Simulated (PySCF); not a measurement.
Compound: C3H8S2Si.
SMILES: `CS/C=C\S[SiH3]`

Torsions of this conformer, `[CH3:1][S:2]/[CH:3]=[CH:4]\[S:5][SiH3:6]`: C1–S2–C3–C4 131°, C3–C4–S5–Si6 -32°.

The closed-shell ground state was solved at several levels (PySCF, density fitting, gas phase, non-relativistic). Geometry: PBE0-D3(BJ)/def2-SVP, one conformer, isolated molecule.

```json
{"level": "CAM-B3LYP/def2-SVPD", "basis functions": "202", "total energy (Eh)": "-1204.5285", "HOMO (eV)": "-7.50", "LUMO (eV)": "0.37", "gap (eV)": "7.87", "dipole (D)": "2.64"}
{"level": "PBE0/def2-SVP", "basis functions": "136", "total energy (Eh)": "-1204.0223", "HOMO (eV)": "-6.20", "LUMO (eV)": "-0.48", "gap (eV)": "5.72", "dipole (D)": "2.73"}
{"level": "LC-wPBE/def2-SVPD", "basis functions": "202", "total energy (Eh)": "-1204.1802", "HOMO (eV)": "-8.80", "LUMO (eV)": "1.43", "gap (eV)": "10.23", "dipole (D)": "2.77"}
{"level": "B3LYP/def2-SVPD", "basis functions": "202", "total energy (Eh)": "-1204.6396", "HOMO (eV)": "-6.07", "LUMO (eV)": "-0.91", "gap (eV)": "5.16", "dipole (D)": "2.58"}
{"level": "PBE0/6-31G*", "basis functions": "112", "total energy (Eh)": "-1204.3858", "HOMO (eV)": "-6.12", "LUMO (eV)": "-0.33", "gap (eV)": "5.79", "dipole (D)": "2.86"}
{"level": "PBE/def2-SVPD", "basis functions": "202", "total energy (Eh)": "-1203.9279", "HOMO (eV)": "-5.25", "LUMO (eV)": "-1.62", "gap (eV)": "3.63", "dipole (D)": "2.59"}
{"level": "HF/def2-SVPD", "basis functions": "202", "total energy (Eh)": "-1201.8234", "HOMO (eV)": "-8.62", "LUMO (eV)": "2.21", "gap (eV)": "10.83", "dipole (D)": "2.84"}
{"level": "PBE0/aug-cc-pVDZ", "basis functions": "222", "total energy (Eh)": "-1204.4677", "HOMO (eV)": "-6.25", "LUMO (eV)": "-0.71", "gap (eV)": "5.54", "dipole (D)": "2.65"}
{"level": "LDA/def2-SVPD", "basis functions": "202", "total energy (Eh)": "-1199.5797", "HOMO (eV)": "-5.35", "LUMO (eV)": "-1.81", "gap (eV)": "3.54", "dipole (D)": "2.63"}
{"level": "wB97X-D/def2-SVPD", "basis functions": "202", "total energy (Eh)": "-1204.5341", "HOMO (eV)": "-8.04", "LUMO (eV)": "1.02", "gap (eV)": "9.06", "dipole (D)": "2.71"}
{"level": "PBE0/def2-TZVP", "basis functions": "252", "total energy (Eh)": "-1204.5290", "HOMO (eV)": "-6.24", "LUMO (eV)": "-0.69", "gap (eV)": "5.55", "dipole (D)": "2.61"}
{"level": "PBE0/6-31+G*", "basis functions": "136", "total energy (Eh)": "-1204.3921", "HOMO (eV)": "-6.26", "LUMO (eV)": "-0.66", "gap (eV)": "5.60", "dipole (D)": "2.80"}
```

(1) Estimate the row for BHandHLYP/def2-SVPD, a basis of 202 functions; the other rows only guide the guess.

(2) Over all these levels, which gives the widest orbital gap and which the narrowest?

(3) How much does the basis alone move the frontier levels among the 5 PBE0 rows?

(4) In the def2-SVPD basis, how does the gap go with the fixed share of exact exchange?

(5) How far do the dipole and the HOMO energy spread over the levels?

Results:

(1) Total energy -1204.4960 Eh, HOMO -7.20 eV, LUMO 0.29 eV, gap 7.49 eV, dipole 2.67 D.

(2) HF/def2-SVPD (Hartree–Fock, all exact exchange) has the widest, 10.83 eV, and LDA/def2-SVPD (LDA) the narrowest, 3.54 eV. The two share the basis. From the narrowest to the widest the HOMO moves by -3.27 eV and the LUMO by +4.02 eV.

(3) The HOMO by 0.14 eV and the LUMO by 0.38 eV. By rising basis size (HOMO, LUMO in eV): 6-31G* -6.12, -0.33; def2-SVP -6.20, -0.48; 6-31+G* -6.26, -0.66; aug-cc-pVDZ -6.25, -0.71; def2-TZVP -6.24, -0.69.

(4) LDA (0 %) 3.54 eV; PBE (0 %) 3.63 eV; B3LYP (20 %) 5.16 eV; BHandHLYP (50 %) 7.49 eV; HF (100 %) 10.83 eV. Each rise in the share widens the gap here.

(5) The dipole runs from 2.58 to 2.86 D (mean 2.70 D) and the HOMO from -8.80 to -5.25 eV.

wB97X-D is run here without its empirical dispersion term; that term would change no orbital, density or response property at a fixed geometry.
